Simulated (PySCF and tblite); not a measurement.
Values are calculated unless marked as measured or tabulated.
C₇H₇FS, numbered as in [CH3:1][S:2][c:3]1[cH:4][cH:5][cH:6][c:7]([F:8])[cH:9]1.

Geometries GFN2-xTB; weights from B3LYP-D3(BJ)/def2-SVP (IEF-PCM, methanol) energies and GFN2-xTB thermal corrections, with symmetry numbers and mirror pairs. Conformers within 2.5 kcal/mol (GFN2-xTB free energy) were kept, 4 at most. (PySCF 2.14, tblite 0.8.)

An NOE distance is ⟨r⁻⁶⟩^(−1/6) over all pairs of like atoms and, for the average, over conformers.

Torsions listed: C1–S2–C3–C4.

| conformer | shape | weight % |
| --- | --- | --- |
| 1 | 180° | 58.2 |
| 2 | 0° | 41.8 |

**Question.** Which H–H contacts under 3.5 Å would NOEs report (pairs on one atom left out) at 298.15 K?

**Answer.** 
| pair | in 1 (Å) | in 2 (Å) | average (Å) |
| --- | --- | --- | --- |
| H4 ··· H5 | 2.47 | 2.44 | 2.45 |
| H5 ··· H6 | 2.49 | 2.49 | 2.49 |
| H1 ··· H9 | 2.49 | 4.93 | 2.72 |
| H1 ··· H4 | 4.91 | 2.49 | 2.87 |

Longer pairs under the limit may be missing.

**Question.** In a model where alignment follows shape alone (order matrix 0.001 × (3G/tr G − 1)/2, G the second moments of the atom positions; splitting J + 2D), what are the one-bond C–H dipolar couplings D?

**Answer.** H1 2.0 Hz (1.9 in conformer 1), H4 -1.9 Hz (2.8 in conformer 1), H5 -3.4 Hz (-8.2 in conformer 1), H6 -11.8 Hz (-11.6 in conformer 1), H9 -3.0 Hz (-7.5 in conformer 1).

The minima are those of GFN2-xTB; planar forms about aryl–S or allylic bonds may be saddles in DFT.
